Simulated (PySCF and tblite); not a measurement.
C6H9NO, numbered as in [N:1]#[C:2][C@H:3]1[CH2:4][CH2:5][CH2:6][CH2:7][O:8]1.

Search: ETKDG and KDG, MMFF94s, GFN2-xTB, 90 starts; geometries at PBE0-D3(BJ)/def2-SVP. Energies: PBE0-D3(BJ)/def2-TZVP, with GFN2-xTB thermal terms (modes under about 100 cm⁻¹ blended into free rotors). Symmetry numbers and mirror images are counted. Conformers within 4 kcal/mol (GFN2-xTB free energy) were kept, 7 at most. GIAO shieldings: PBE0/pcSseg-1. Shifts are against TMS (¹H), TMS (¹³C), NH3 (¹⁵N) at the same level; of two unlike H on one atom, a is the less shielded. Run with PySCF (density fitting) and tblite.

Task: List the conformer-averaged shifts at 298.15 K.

Result: ¹H: 4.26 (H3, 1H), 3.83 (H7a, 1H), 3.63 (H7b, 1H), 1.81 (H5a, 1H), 1.67 (H4a, 1H), 1.51 (H5b, 1H), 1.47 (H4b, 1H), 1.47 (H6a, 1H), 1.31 (H6b, 1H) ppm. ¹³C: 122.9 (C2), 65.5 (C7), 64.7 (C3), 31.6 (C4), 27.2 (C6), 21.8 (C5) ppm. ¹⁵N: 313.9 (N1) ppm.

Task: How do the conformers differ?

Result: The 6-ring runs over atoms 3–4–5–6–7–8.
```tsv
conformer	shape	weight %
1	6-ring chair (C2 axial)	86.2
2	6-ring chair (all substituents equatorial)	13.8
```

```tsv
signal	1	2	average
H3	4.36	3.65	4.26
H4a	1.70	1.47	1.67
H4b	1.45	1.64	1.47
H5a	1.82	1.75	1.81
H5b	1.55	1.28	1.51
H6a	1.52	1.15	1.47
H6b	1.27	1.53	1.31
H7a	3.80	3.95	3.83
H7b	3.70	3.18	3.63
C2	122.9	123.4	122.9
C3	64.4	66.1	64.7
C4	31.5	32.4	31.6
C5	21.3	25.0	21.8
C6	27.2	26.9	27.2
C7	64.8	69.4	65.5
N1	314.8	308.3	313.9
```

Task: Which signal moves most, for its nucleus, between 200 and 400 K through the change of populations alone?

Result: H3: 4.32 ppm at 200 K, 4.29 ppm at 250 K, 4.26 ppm at 298.15 K, 4.23 ppm at 350 K, 4.21 ppm at 400 K.

Unscaled ¹⁵N shifts at such levels can be off by tens of ppm; differences between conformers or isomers are more reliable. Shifts are unscaled: against experiment ¹³C can be off by 15 ppm or more and ¹H by 0.8 ppm.


¹⁵N shifts are against a computed isolated NH3 molecule, about 20 ppm from the liquid.